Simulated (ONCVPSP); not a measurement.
**Reading a pseudo-wave (ruthenium (Ru))**

Columns: radius, all-electron u(r) and pseudo u(r) of the 4s shell (level -111.08 eV) of ruthenium in the configuration [Ar] 3d10 4s2 4p6 4d5; PBE, scalar-relativistic, ONCV scheme, ONCVPSP 4.0.1.

| r (bohr) | all-electron | pseudo |
| --- | --- | --- |
| 0.070 | 0.3079 | 0.0706 |
| 0.140 | 0.2344 | 0.1514 |
| 0.210 | -0.3144 | 0.2449 |
| 0.280 | -0.6174 | 0.3451 |
| 0.350 | -0.5737 | 0.4413 |
| 0.420 | -0.3048 | 0.5270 |
| 0.490 | 0.0514 | 0.6050 |
| 0.560 | 0.4011 | 0.6858 |
| 0.630 | 0.6949 | 0.7796 |
| 0.700 | 0.9145 | 0.8869 |
| 0.770 | 1.0597 | 0.9952 |
| 0.840 | 1.1383 | 1.0836 |
| 0.910 | 1.1627 | 1.1330 |
| 0.980 | 1.1453 | 1.1353 |
| 1.050 | 1.0982 | 1.0966 |
| 1.120 | 1.0313 | 1.0311 |
| 1.190 | 0.9528 | 0.9526 |
| 1.260 | 0.8687 | 0.8686 |
| 1.330 | 0.7836 | 0.7835 |
| 1.400 | 0.7005 | 0.7004 |
| 1.470 | 0.6216 | 0.6215 |
| 1.540 | 0.5481 | 0.5480 |
| 1.610 | 0.4806 | 0.4805 |
| 1.680 | 0.4195 | 0.4194 |
| 1.750 | 0.3647 | 0.3646 |
| 1.820 | 0.3159 | 0.3158 |

(1) How many radial nodes do the two functions have?

(2) At about which radius was the pseudo-wave matched?

(3) Is the pseudo-wave norm-conserving?

Answers

(1) The all-electron 4s function has n − l − 1 = 3 (the table is too coarse to show those close to the nucleus); the pseudo-wave has 0, since the states of the same l below it are removed with the core.

(2) 1.15 bohr, where the columns begin to agree (steps of 0.07 bohr).

(3) Yes: the ONCV scheme keeps the norm inside the radius equal to the all-electron one, which fixes the energy derivative of the logarithmic derivative at the level.
